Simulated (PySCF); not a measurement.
# A computed series [M(SH)2]+

Computed with PySCF 2.14.0, PBE0, def2-SVP on the ligands, density fitting, scalar-relativistic core potentials, no spin-orbit coupling, vacuum. Each member is relaxed from one template within its symmetry. Distances are means of the shortest metal–ligand contacts, charges and spins Mulliken's; removal energies are rigid, with the ligand's formal charge and no counterpoise, so too large; for an anion taken off a cation in vacuum most of it is the attraction of opposite charges, and multiply charged cations can part far more cheaply with an electron moved from ligand to metal. lcecp potentials hold a fixed number of 4f electrons in the core, out of states, spins and gaps.

| metal | basis on the metal | point group | M–SH (Å) | charge on M (e) | removal of one SH (eV) | strongest infrared band, degenerate modes summed (cm⁻¹) | unstable modes (below −25 cm⁻¹) |
| --- | --- | --- | --- | --- | --- | --- | --- |
| Y | def2-SVP with ECP28 | C2, nearly C2v | 2.446 | 1.01 | 14.64 | 408 | 0 |
| Ce | lcecp-1-SVP with ECP47 | C2v | 2.589 | 1.17 | 13.86 | 361 | 0 |
| Pm | lcecp-1-SVP with ECP50 | C2, nearly C2v | 2.537 | 1.13 | 14.13 | 380 | 0 |
| Gd | lcecp-1-SVP with ECP53 | C2, nearly C2v | 2.499 | 1.11 | 14.37 | 390 | 0 |
| Yb | lcecp-1-SVP with ECP59 | C2, nearly planar | 2.435 | 1.07 | 14.82 | 412 | 0 |
| Tl | def2-SVP with ECP60 | C2 | 2.383 | 0.62 | 17.17 | 2674 | 0 |

**Question.** What does the calculation give for Ho, lcecp-1-SVP with ECP56?

**Answer.** point group: nearly C2v, M–SH (Å): 2.464, charge on M (e): 1.08, removal of one SH (eV): 14.61, strongest infrared band, degenerate modes summed (cm⁻¹): 397, unstable modes (below −25 cm⁻¹): 0.
```xyz
5

Ho    0.0000    0.0000   -0.7458
S     1.8670   -0.0972    0.8596
H     2.8586   -0.2229   -0.0614
S    -1.8670    0.0972    0.8596
H    -2.8586    0.2229   -0.0614
```

From Ce to Yb the M–SH distance shrinks by 0.15 Å, the lanthanide contraction, and the energy to remove one SH rises by 0.97 eV.

One start shape was tried for each, so a minimum needn't be the lowest isomer.
